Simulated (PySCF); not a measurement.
C₂H₇F₃Si₃, SMILES F[Si]([SiH2][SiH2]C=C)(F)F, GFN2-xTB optimised geometry.

```
15

C      0.43     1.63    -3.95
C      0.82     1.98    -2.74
Si     2.24     1.19    -1.78
Si     1.34    -0.02     0.00
Si    -0.94    -0.02     0.00
F     -1.77    -0.74     1.16
F     -1.59     1.43     0.00
F     -1.60    -0.67    -1.30
H     -0.40     2.09    -4.46
H      0.94     0.85    -4.50
H      0.27     2.77    -2.24
H      3.13     2.26    -1.31
H      3.02     0.34    -2.69
H      1.77    -1.43     0.01
H      1.77     0.49     1.31
```

Density from PBE0/def2-TZVP in PySCF at that geometry.

Minimum of the electron density along straight lines between bonded atoms, close to the bond critical point (lines longer than 1.1 times the sum of covalent radii, or with two minima, are not listed):

```json
[
 {"bond": "C1–C2", "length / Å": "1.324", "ρ at the minimum / e bohr⁻³": "0.355", "∇²ρ there / e bohr⁻⁵": "-1.09", "position (fraction from the first atom)": "0.50"},
 {"bond": "C2–Si3", "length / Å": "1.883", "ρ at the minimum / e bohr⁻³": "0.118", "∇²ρ there / e bohr⁻⁵": "0.20", "position (fraction from the first atom)": "0.61"},
 {"bond": "Si3–Si4", "length / Å": "2.334", "ρ at the minimum / e bohr⁻³": "0.093", "∇²ρ there / e bohr⁻⁵": "___", "position (fraction from the first atom)": "0.38"},
 {"bond": "Si4–Si5", "length / Å": "2.282", "ρ at the minimum / e bohr⁻³": "___", "∇²ρ there / e bohr⁻⁵": "-0.07", "position (fraction from the first atom)": "0.35"},
 {"bond": "Si5–F6", "length / Å": "1.593", "ρ at the minimum / e bohr⁻³": "0.142", "∇²ρ there / e bohr⁻⁵": "1.02", "position (fraction from the first atom)": "0.42"},
 {"bond": "Si5–F7", "length / Å": "1.596", "ρ at the minimum / e bohr⁻³": "0.141", "∇²ρ there / e bohr⁻⁵": "1.01", "position (fraction from the first atom)": "0.42"},
 {"bond": "Si5–F8", "length / Å": "1.595", "ρ at the minimum / e bohr⁻³": "0.142", "∇²ρ there / e bohr⁻⁵": "1.01", "position (fraction from the first atom)": "0.42"},
 {"bond": "C1–H9", "length / Å": "1.079", "ρ at the minimum / e bohr⁻³": "0.288", "∇²ρ there / e bohr⁻⁵": "-1.04", "position (fraction from the first atom)": "0.65"},
 {"bond": "C1–H10", "length / Å": "1.078", "ρ at the minimum / e bohr⁻³": "0.289", "∇²ρ there / e bohr⁻⁵": "-1.04", "position (fraction from the first atom)": "0.65"},
 {"bond": "C2–H11", "length / Å": "1.084", "ρ at the minimum / e bohr⁻³": "0.282", "∇²ρ there / e bohr⁻⁵": "___", "position (fraction from the first atom)": "0.64"},
 {"bond": "Si3–H12", "length / Å": "1.471", "ρ at the minimum / e bohr⁻³": "0.123", "∇²ρ there / e bohr⁻⁵": "0.18", "position (fraction from the first atom)": "0.49"},
 {"bond": "Si3–H13", "length / Å": "1.469", "ρ at the minimum / e bohr⁻³": "0.123", "∇²ρ there / e bohr⁻⁵": "0.18", "position (fraction from the first atom)": "0.49"},
 {"bond": "Si4–H14", "length / Å": "1.474", "ρ at the minimum / e bohr⁻³": "0.120", "∇²ρ there / e bohr⁻⁵": "0.19", "position (fraction from the first atom)": "0.49"},
 {"bond": "Si4–H15", "length / Å": "1.474", "ρ at the minimum / e bohr⁻³": "0.120", "∇²ρ there / e bohr⁻⁵": "0.19", "position (fraction from the first atom)": "0.49"}
]
```

Question: Complete the blanks.

Answer: 
- Si3–Si4, ∇²ρ there / e bohr⁻⁵: -0.16
- Si4–Si5, ρ at the minimum / e bohr⁻³: 0.099
- C2–H11, ∇²ρ there / e bohr⁻⁵: -0.98
